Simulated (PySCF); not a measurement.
Input file for PySCF: R-HF/3-21G on BF2H3O2 (a complex).

```python
from pyscf import gto, scf, dft, mp
from pyscf.data.elements import chemcore

mol = gto.M(
    atom='''
    O     1.10913440    0.83477917    0.23364021
    B     0.02755447    0.03404821    0.15971813
    O    -0.45671767   -0.51683024    1.31371576
    F    -0.58259768   -0.23591742   -1.00411102
    H     1.39923321    1.19001917   -0.61204094
    H    -1.22973408   -1.07785301    1.19297458
    F     0.28764885   -0.34802433    3.87962579
    H     0.09128515   -0.35689835    2.96177547
    ''',
    basis='3-21g',
    charge=0, spin=0, verbose=3, max_memory=1800)
mf = scf.RHF(mol)
mf.conv_tol = 1e-8
mf.max_cycle = 100
mf.kernel()
if not mf.converged:
    mf = mf.newton().run(mf.mo_coeff, mf.mo_occ)
```

Program output:

```
converged SCF energy = -373.17213062233
```

The calculation finished and met its thresholds.

Cost: roughly 0.26 core-seconds.
